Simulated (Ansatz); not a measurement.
CH7BGeO2, SMILES `O[BH][GeH2][CH2]O` at its PBE0-D4/def2-TZVP geometry, where that method's forces vanish. Charge 0, multiplicity 1.

```csv
atom,x (Å),y (Å),z (Å)
O1,0.666,2.327,0.309
B2,0.925,1.530,-0.749
Ge3,0.262,-0.435,-0.672
C4,-0.672,-0.916,1.008
O5,-1.200,-2.230,1.007
H6,0.999,3.224,0.211
H7,1.525,1.974,-1.695
H8,-0.742,-0.695,-1.824
H9,1.428,-1.420,-0.900
H10,0.044,-0.871,1.831
H11,-1.446,-0.167,1.220
H12,-1.789,-2.320,0.254
```

Q: For each bond, give half the difference of the two atoms' forces along it (eV/Å; positive pushes the atoms apart) under PBE-D4, r2SCAN-D4, B3LYP-D4, ωB97M-V in def2-TZVPP. (An estimate is asked.)

A: Computed: 
```csv
bond,length (Å),PBE-D4,r2SCAN-D4,B3LYP-D4,ωB97M-V
O1–B2,1.350,0.35,0.20,0.13,0.20
O1–H6,0.962,0.38,0.01,-0.01,-0.09
B2–Ge3,2.075,-0.20,-0.07,0.01,0.01
B2–H7,1.204,-0.02,-0.07,-0.17,-0.16
Ge3–C4,1.981,0.03,0.00,0.12,-0.05
Ge3–H8,1.550,0.10,-0.04,-0.03,-0.08
Ge3–H9,1.543,0.09,-0.04,-0.03,-0.08
C4–O5,1.416,0.27,0.30,0.33,0.34
C4–H10,1.092,0.11,-0.05,-0.15,-0.11
C4–H11,1.098,0.08,-0.05,-0.13,-0.12
O5–H12,0.960,0.40,0.00,-0.05,-0.11
```

B3LYP here is the variant with VWN-RPA as its local correlation; programs differ in this.
